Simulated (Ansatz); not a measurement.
Relaxation of the cluster Ag2Te with RKS r2SCAN-D4/def2-TZVP.

```sh
$ ansatz run in.yaml --threads 4 --pin off --events-out ev --progress --plain --max-ram 3916MiB
```

```yaml
crystal:
  periodic: [false, false, false]
  atoms:
    - {symbol: Ag, position_ang: [0.182670, -0.123220, 0.973780]}
    - {symbol: Ag, position_ang: [1.979190, 0.263580, -0.976880]}
    - {symbol: Te, position_ang: [-2.161850, -0.140370, 0.003100]}
basis:
  gaussian: {orbitals: def2-TZVP}
hamiltonian: {xc: r2scan, dispersion: d4}
scf: {lower_state_search: "off"}
output: {orbitals: {seedname: orbitals}}
relax: {f_tol: 0.02, max_steps: 100}
```

Hardware: 4 threads of Arm Neoverse V2 on a shared host. Wall time 18 s.

Positions (Å) and forces (eV/Å) at steps 1, 2, 3, 4, 5, 6, 7, 9 of 9:

```xyz
3
step=1 energy=-15298.9222 eV
Ag    0.183   -0.123    0.974   -0.105    0.004   -0.081
Ag    1.979    0.264   -0.977   -0.542   -0.056    0.149
Te   -2.162   -0.140    0.003    0.646    0.051   -0.069
3
step=2 energy=-15299.1465 eV
Ag    0.200   -0.137    1.079    0.207   -0.032    0.329
Ag    1.792    0.253   -0.988   -0.597   -0.041    0.015
Te   -1.991   -0.116   -0.091    0.391    0.073   -0.344
3
step=3 energy=-15299.4672 eV
Ag    0.233   -0.152    1.202    0.068   -0.063    0.487
Ag    1.599    0.243   -1.003   -0.797   -0.041   -0.078
Te   -1.832   -0.091   -0.199    0.729    0.104   -0.409
3
step=4 energy=-15299.8956 eV
Ag    0.252   -0.165    1.308    0.095   -0.093    0.718
Ag    1.411    0.232   -1.015   -1.004   -0.043   -0.161
Te   -1.662   -0.067   -0.293    0.909    0.136   -0.556
3
step=5 energy=-15300.3742 eV
Ag    0.269   -0.180    1.421   -0.005   -0.086    0.621
Ag    1.225    0.223   -1.033   -0.833   -0.025   -0.209
Te   -1.494   -0.043   -0.388    0.838    0.111   -0.412
3
step=6 energy=-15300.5012 eV
Ag    0.260   -0.197    1.539    0.033   -0.049    0.370
Ag    1.053    0.217   -1.075    1.136    0.144   -0.511
Te   -1.314   -0.021   -0.464   -1.169   -0.095    0.141
3
step=7 energy=-15300.5657 eV
Ag    0.230   -0.205    1.584   -0.041    0.012   -0.105
Ag    1.131    0.233   -1.151   -0.286   -0.035    0.117
Te   -1.361   -0.028   -0.434    0.327    0.023   -0.011
3
step=9 energy=-15300.5724 eV
Ag    0.234   -0.204    1.577    0.000    0.000    0.000
Ag    1.112    0.230   -1.137    0.000    0.000    0.000
Te   -1.345   -0.026   -0.439    0.000    0.000    0.000
```

In the def2 sets Ag, Te take a core potential; there is no spin–orbit coupling. The structure comes from a short search, and lower isomers may exist.
